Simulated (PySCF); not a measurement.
# Computed records: CH5BGeO, CH5GeN

All values are calculated (PySCF 2.14.0). Calculation on a computer-drawn molecule: the log of a Hartree-Fock and frozen-core CCSD(T) single point meant for a local Hartree-Fock minimum, with one planted fault or none, to be diagnosed. Offsets are logged minus clean, where the clean run is the same molecule without the fault. The reference is restricted for singlets and unrestricted otherwise, and also for a bond in bohr or an excited solution. Adding or removing an electron swaps singlet and doublet. The excited solution moves the top pair (singlet) or top alpha electron (doublet) to the lowest empty orbital. Highest occupied and lowest empty are orbital energies over both spins, largest force is the largest gradient component, triples share is (T) over the correlation energy, the T1 limit is 0.02 restricted and 0.045 unrestricted, electrons count all cores, a negative frequency is imaginary (commonest isotopes), and the dipole is about the centre of nuclear charge; on germanium a core potential holds 10 electrons, which the energies leave out, and 3d is frozen in MP2 and coupled-cluster steps.

Common to all runs: meant charge 0; meant multiplicity 1; meant basis cc-pVDZ; meant basis and core potential on germanium cc-pVDZ-PP ECP10MDF; logged SCF converged yes; logged spin squared 0; logged CC converged yes; logged SCF stable within its kind yes; possible faults no fault, one electron removed, one electron added, multiplicity raised by two, geometry at a saddle point, SCF held on an excited solution, minimal basis STO-3G, one bond length entered in bohr, all coordinates scaled.

Notes on all entries: T1 above single-reference limit.

```json
{"entry": 1, "formula": "CH5BGeO", "logged_structure": {"atoms_angstrom": [["B", -0.6754, 1.7598, 0.6783], ["Ge", -0.0258, -0.2121, 0.9094], ["C", 1.4968, -0.7839, -0.097], ["O", 2.2687, -0.0662, -0.9926], ["H", -1.6599, 2.2187, 1.2956], ["H", -0.0482, 2.5062, -0.1121], ["H", -0.5957, -1.3793, 1.8144], ["H", 1.8909, -1.8443, -0.0084], ["H", 1.937, 0.8637, -1.0815]]}, "given": {"logged_electrons": 56, "logged_basis_functions": 90, "logged_highest_occupied [eV]": -7.1818, "logged_lowest_empty [eV]": 0.77504, "logged_largest_force [hartree/bohr]": 0.041163, "logged_T1_diagnostic": 0.022083, "logged_D1_diagnostic": 0.081141, "logged_triples_share": 0.038925, "logged_dipole_magnitude [debye]": 0.49593, "logged_energy_HF [hartree]": -433.59348, "logged_energy_CCSD(T) [hartree]": -434.17184, "drawn_bonds_atom": [1, 2, 3, 1, 1, 2, 3, 4], "drawn_bonds_other_atom": [2, 3, 4, 5, 6, 7, 8, 9], "drawn_bonds_order": [1, 2, 1, 1, 1, 1, 1, 1]}, "results": {"planted_fault": "all coordinates scaled, by +4.5 %", "HF_energy_offset_from_clean_run [kcal/mol]": 10.29, "CCSD(T)_energy_offset_from_clean_run [kcal/mol]": 3.142}}
{"entry": 2, "formula": "CH5GeN", "logged_structure": {"atoms_angstrom": [["N", -0.6152, 0.3607, -2.3583], ["C", 0.1893, 0.3099, -1.3405], ["Ge", 2.0626, -0.4688, -1.3087], ["H", -0.407, -0.1686, -3.184], ["H", -1.4504, 0.9138, -2.3735], ["H", -0.1592, 0.918, -0.5045], ["H", 1.6965, -1.6293, -2.3212], ["H", 1.7958, -1.2271, 0.0434]]}, "given": {"logged_electrons": 50, "logged_basis_functions": 76, "logged_highest_occupied [eV]": -7.1909, "logged_lowest_empty [eV]": 2.48, "logged_largest_force [hartree/bohr]": 1.181e-05, "logged_lowest_frequency [cm^-1]": 205.78, "logged_T1_diagnostic": 0.025343, "logged_D1_diagnostic": 0.097721, "logged_triples_share": 0.033017, "logged_dipole_magnitude [debye]": 6.571, "logged_energy_HF [hartree]": -388.54201, "logged_energy_CCSD(T) [hartree]": -388.99489, "drawn_bonds_atom": [1, 2, 1, 1, 2, 3, 3], "drawn_bonds_other_atom": [2, 3, 4, 5, 6, 7, 8], "drawn_bonds_order": [1, 2, 1, 1, 1, 1, 1]}, "results": {"planted_fault": null}}
```

Q: CH5GeN (entry 2): planted fault?
A: no fault

Further results for CH5GeN (entry 2):

- HF energy offset from clean run: 0 kcal/mol
- CCSD(T) energy offset from clean run: 0 kcal/mol
